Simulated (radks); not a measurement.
Problem. These are the eigenvalues of the occupied orbitals of an atom or ion with whole-number occupations (hartree). Calculated with a radial shooting solver on a logarithmic mesh with Libxc functionals: scalar-relativistic Kohn-Sham, exchange-only PBE, spin-unpolarised, spherical densities, point nucleus.

1s: -2325.689
2s: -396.9949
2p: -349.3864
3s: -90.97041
3p: -76.68715
3d: -59.55348
4s: -19.16197
4p: -14.47871
4d: -8.37269
5s: -3.52966
5p: -2.40697
4f: -1.66447
5f: -0.41493

Which element is it, and in what charge state? The configuration may be excited.

Solution. Z = 71, lutetium, charge +3: Lu3+ in [Kr] 4d10 4f14 5s1 5p6 5f1. The list shows which subshells hold electrons but not how many an open one holds; the 1s level, -2325.7 hartree, gives Z - s = 68.2 by -(Z - s)^2/2, which with screening and relativity narrows Z to a few neighbours, and the depths of the outer levels then fix element, charge and occupations together.
